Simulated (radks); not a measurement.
The mean radii <r> (bohr) of the occupied orbitals of an atom or ion are listed with their occupations. All-electron calculation, Dirac Kohn-Sham, exchange-only PBE, spin-unpolarised, spherical densities, finite nucleus; Fermi nuclear charge, rms radius of each element as measured or else 0.836 A^(1/3) + 0.57 fm. Program: a radial shooting solver on a logarithmic mesh with Libxc functionals.

| orbital | occ. | <r> |
|---|---|---|
| 1s1/2 | 2 | 0.01580 |
| 2s1/2 | 2 | 0.06581 |
| 2p1/2 | 2 | 0.05390 |
| 2p3/2 | 4 | 0.06295 |
| 3s1/2 | 2 | 0.1702 |
| 3p1/2 | 2 | 0.1607 |
| 3p3/2 | 4 | 0.1767 |
| 3d3/2 | 4 | 0.1534 |
| 3d5/2 | 6 | 0.1582 |
| 4s1/2 | 2 | 0.3542 |
| 4p1/2 | 2 | 0.3513 |
| 4p3/2 | 4 | 0.3774 |
| 4d3/2 | 4 | 0.3682 |
| 4d5/2 | 6 | 0.3756 |

Name the element and its charge. Open shells, if any, fill j = l - 1/2 first.

Answer. Z = 83, bismuth, charge +37: Bi37+ in [Kr] 4d10. The 1s radius gives Z: for a bare nucleus <r> = (2 gamma + 1)/(2Z) with gamma = sqrt(1 - (Z/c)^2), 0.01561 bohr for Z = 83, and screening makes it slightly larger (0.01580 here). The occupations add up to 46, and the charge is Z minus that.
